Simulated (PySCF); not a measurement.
These 2 structures share the formula C8H9F. Theory: PBE0-D3(BJ)/def2-SVP geometry optimisation, gas phase in PySCF 2.14.0. One conformer each; no zero-point energy, no entropy. No frequencies were run at this level. Point groups hold within 0.08 Å.

Problem. Rank from lowest to highest electronic energy at this level (kcal/mol).
A. `CC1=C[C@@]2(C=C1)C[C@H]2F`
B. `[CH3:1][CH2:2][c:3]1[cH:4][cH:5][c:6]([F:7])[cH:8][cH:9]1` with C1–C2–C3–C4 89°

Solution. B (0.0), A (42.5).

As drawn, the lower has an aromatic ring, which the higher lacks; the higher has a three-membered ring, a C=C bond outside aromatic rings and a quaternary carbon, which the lower lacks.

```csv
SMILES,E (Eh),E rel (kcal/mol),dipole (D),point group,"A, B, C (MHz)"
CCc1ccc(F)cc1,-409.36673,0.0,1.75,Cs,"4436, 929.9, 825.1"
CC1=C[C@@]2(C=C1)C[C@H]2F,-409.29896,42.5,1.29,C1,"3334, 1145, 966.3"
```

Problem. How do the relative energies change in single points at PBE0/pcSseg-1 (no added dispersion term) on the same geometries?

Solution. 
```csv
SMILES,PBE0-D3(BJ)/def2-SVP (kcal/mol),PBE0/pcSseg-1 (kcal/mol),shift
CCc1ccc(F)cc1,0.0,0.0,0.0
CC1=C[C@@]2(C=C1)C[C@H]2F,42.5,42.6,+0.1
```

Each column counts from its own lowest isomer. The order is unchanged; the largest shift is 0.1 kcal/mol.
